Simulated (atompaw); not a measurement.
# Varying the PAW (atompaw) potential for fluorine (F)

Base potential:

```json
{"Element": "F", "Generator": "atompaw 4.2.0.5", "Type": "PAW", "Functional": "PBE", "Relativity": "scalar-relativistic", "Frozen core": "[He]", "Valence charge": "7", "Reference configuration": "2s1 2p6", "Partial waves": "2s (bound); 2s channel at 0.35 Ry; 2p (bound); 2p channel at 1.85 Ry", "Local potential": "vpsmatchnc scheme with l = 2 at 0 Ry, radius 0.75 bohr", "Core correction": "smooth core density matched at 0.80 bohr", "Augmentation charge": "besselshape compensation charge, radius 1.15 bohr; PAW radius 1.15 bohr; waves and projectors: bloechl"}
```

All-electron outer shells of the reference configuration (PBE, scalar-relativistic, ld1.x):

```csv
shell,level (eV),outermost node (bohr),outermost maximum (bohr)
1s,-664.00,–,0.11
2s,-30.38,0.24,0.76
2p,-11.54,–,0.71
```

Cutoffs, loose and tight: the cutoffs (Ry, on a coarse ladder) from which the occupation-weighted sum of valence levels, in a spherical-Bessel basis at the reference potential, stays within 10 and 1 mRy of its value at 400 Ry. They see the waves, projectors and local potential, not the compensation charge or the core. A dash means not determined.

| change | outcome | cutoff, loose | cutoff, tight | bound ghosts |
| --- | --- | --- | --- | --- |
| base | generated | 160 Ry | 260 Ry | none |
| waves 2s (bound): rc 0.80 bohr; 2s channel at 0.35 Ry: rc 0.80 bohr; 2p (bound): rc 1.15 bohr; 2p channel at 1.85 Ry: rc 1.15 bohr; augmentation besselshape compensation charge, radius 1.15 bohr; PAW radius 1.15 bohr; waves and projectors: custom polynom vanderbiltortho | generated | 60 Ry | 100 Ry | none |
| core correction smooth core density matched at 0.64 bohr | generated | 160 Ry | 260 Ry | none |
| reference 2s1.5 2p5.5 | failed: atompaw: terminating projector 1000 | – | – | – |
| non-relativistic | generated | 160 Ry | 260 Ry | none |
| local potential troulliermartins scheme with l = 2 at 0 Ry, radius 0.75 bohr | failed: atompaw: terminating projector 1000 | – | – | – |

Problem. What comes out with this change to the base: local potential vpsmatchnc scheme with l = 2 at 0 Ry, radius 0.72 bohr?

Solution. outcome: generated; cutoff, loose: 180 Ry; cutoff, tight: 260 Ry; bound ghosts: none.

Problem. What comes out with this change to the base: waves 2s (bound): rc 0.80 bohr; 2s channel at 0.35 Ry: rc 0.80 bohr; 2p (bound): rc 1.15 bohr; 2p channel at 1.85 Ry: rc 1.15 bohr; augmentation besselshape compensation charge, radius 1.15 bohr; PAW radius 1.15 bohr; waves and projectors: custom polynom2 7 10 vanderbiltortho?

Solution. outcome: generated; cutoff, loose: 260 Ry; cutoff, tight: over 300 Ry; bound ghosts: none.

Problem. What comes out with this change to the base: all radii scaled by about 1.30 (s 1.04, p 1.50 bohr); local potential vpsmatchnc scheme with l = 2 at 0 Ry, radius 0.98 bohr; augmentation besselshape compensation charge, radius 1.50 bohr; PAW radius 1.50 bohr; waves and projectors: bloechl; core correction smooth core density matched at 1.04 bohr?

Solution. outcome: generated; cutoff, loose: 140 Ry; cutoff, tight: 180 Ry; bound ghosts: none.
